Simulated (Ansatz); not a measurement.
System: TaF$_{3}$, charge 0, multiplicity 3. This is an excited triplet: at this geometry the singlet lies 0.33 eV lower at RI-MP2/CBS(def2-TZVPPD,def2-QZVPPD)+[CCSD(T)-MP2]/def2-SVPD. 
Structure (B3LYP-D3(BJ)/def2-TZVP (Ansatz, an electronic-structure program) minimum search):
```
Ta
F 1 1.8787
F 1 1.8787 2 139.70
F 1 1.9087 2 110.15 3 180.00
```
Charge 0, spin multiplicity 3.

Parts of the frozen-core correlation energy in def2-SVP (Ansatz, hartree). Frozen orbitals: 7; correlated occupied orbitals by spin: 14 and 12; virtual: 53 and 55. Open shells are spin-unrestricted. No spin-orbit coupling. Past Kr the def2 sets carry scalar-relativistic core potentials.

| term | value |
|---|---|
| reference (HF) | -354.63481 |
| MP2 opposite-spin | ? |
| MP2 same-spin | ? |
| CCSD correlation | -0.66087 |
| (T) | ? |
| T1 diagnostic | 0.021 |
| largest doubles amplitude | 0.027 |
| <S^2> of the reference | 2.005 |

Question: Complete the blanks.

Answer: 
- MP2 opposite-spin, value: -0.46750
- MP2 same-spin, value: -0.19236
- (T), value: -0.01421
